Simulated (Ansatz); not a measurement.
`C[N](C)[Ta]([OH])([OH])([OH])[OH]`, relaxed with RKS PBE0-D4/def2-TZVP in the Gaussian-basis code of Ansatz from a PBE-D4/def2-SVP geometry. The force threshold is 0.005 eV/Å; the program also tests the step.

Charge 0, multiplicity 1. Ta: def2 effective core potential.

Start:

```xyz
18

C    -0.032   -0.507    2.025
N     0.162   -0.662    0.593
C     0.668   -1.964    0.194
Ta   -0.243    0.799   -0.688
O     0.449    2.299    0.327
O    -1.006   -0.265   -2.133
O    -2.022    1.573   -0.400
O     1.177    1.099   -2.028
H    -0.775   -1.241    2.417
H     0.922   -0.660    2.583
H    -0.398    0.512    2.263
H     0.733   -2.035   -0.909
H    -0.006   -2.782    0.545
H     1.682   -2.159    0.617
H     0.299    3.257    0.368
H    -0.732   -0.216   -3.065
H    -2.735    1.211   -0.957
H     1.860    1.739   -1.753
```

```csv
step,energy (eV),largest force (eV/Å),largest move (Å)
1,-13465.2646,0.694,0.000
2,-13465.3435,0.300,0.073
3,-13465.3515,0.065,0.036
4 (rejected),-13465.3508,0.120,0.023
5,-13465.3523,0.012,0.011
6,-13465.3536,0.034,0.100
7,-13465.3538,0.215,0.072
8,-13465.3545,0.061,0.019
9,-13465.3547,0.014,0.014
10,-13465.3550,0.027,0.035
11,-13465.3551,0.031,0.044
12,-13465.3551,0.021,0.004
13,-13465.3552,0.008,0.011
14,-13465.3552,0.005,0.007
15,-13465.3552,0.004,0.003
```

End:

```xyz
18

C     0.045   -0.477    2.009
N     0.170   -0.640    0.577
C     0.602   -1.966    0.193
Ta   -0.211    0.792   -0.713
O     0.422    2.282    0.342
O    -0.948   -0.304   -2.124
O    -1.965    1.602   -0.478
O     1.242    1.112   -1.970
H    -0.702   -1.169    2.418
H     1.002   -0.680    2.508
H    -0.254    0.540    2.258
H     0.658   -2.056   -0.892
H    -0.100   -2.726    0.560
H     1.592   -2.191    0.611
H     0.013    3.129    0.512
H    -0.756   -0.299   -3.061
H    -2.675    1.246   -1.017
H     1.863    1.804   -1.734
```

Run time 46 s (4 threads of an AMD EPYC 7R13 on a shared host and a share of an NVIDIA H100 80 GB); peak host memory 0.97 GiB.
